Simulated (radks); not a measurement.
Results of a calculation; reference values are marked as such.
Problem. Orbital eigenvalues (eV) of the zirconium ion Zr+, [Kr] 4d2 5s1, of relativity; Dirac values are averaged over j with weights 2j + 1. Spin-unpolarised spherical Kohn-Sham, PBE, point nucleus unless stated (finite: rms radius 4.2694 fm), a radial shooting solver on a logarithmic mesh with Libxc functionals. A level marked "c x" has the speed of light scaled by that factor and shares open shells by 2j + 1; other Dirac levels either fill j = l - 1/2 first or share by 2j + 1.

| shell | non-rel. |
|---|---|
| 1s | -17427 |
| 2s | -2383.2 |
| 2p | -2184.7 |
| 3s | -394.89 |
| 3p | -320.33 |
| 3d | -184.46 |
| 4s | -58.826 |
| 4p | -38.847 |
| 4d | -10.302 |
| 5s | -9.6725 |

Give the values at the level "Dirac, c x 1.25".

Solution. 
shell  Dirac, c x 1.25  change of magnitude (%)
1s              -17677                    +1.43
2s             -2440.9                    +2.42
2p             -2199.9                    +0.70
3s             -405.15                    +2.60
3p             -322.87                    +0.79
3d             -182.43                    -1.10
4s             -60.287                    +2.48
4p             -39.040                    +0.50
4d             -10.097                    -1.99
5s             -9.8420                    +1.75
